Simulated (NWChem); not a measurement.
GeNH$_{2}$F, singlet; SMILES [NH2][Ge][F]

```xyz
5

Ge    -0.4540     0.0087     0.0000
F      0.7098     1.3389     0.0000
N      0.8157    -1.2829     0.0000
H      1.8100    -1.0700     0.0000
H      0.6208    -2.2784     0.0000
```
Atoms are numbered in this order, from 1.

Computed with NWChem. Low-valent species are run as closed-shell singlets; no triplet was tried in these runs. Coordinates come from a PBE0/def2-SVP optimisation. LC-ωPBE (HJS hole) with def2-SVP; x = 1 − exp(−ω/0.25 bohr⁻¹) is a scale chosen for this fit.

| row | x | −ε(HOMO) (eV) |
|---|---|---|
| ω = 0.05 | 0.181 | 7.06 |
| ω = 0.10 | 0.330 | 7.77 |
| ω = 0.20 | 0.551 | withheld |
| ω = 0.30 | 0.699 | 9.66 |
| ω = 0.50 | 0.865 | 10.49 |

Problem. Fit a straight line of the last column on the one before it, predict the withheld value, and compare with the run.

Solution. 
1. Means of the 4 shown rows: x = 0.5188, y = 8.745. Slope Σ(x − x̄)(y − ȳ)/Σ(x − x̄)² = 1.522/0.3021 = 5.039; intercept 6.131.
2. The shown rows scatter about the line by 0.015 (root mean square); the largest residual is -0.02, at ω = 0.10.
3. At x = 0.551 (ω = 0.20; inside the shown range) the line gives 8.91.
4. The run gives 8.90, -0.01 from the line.
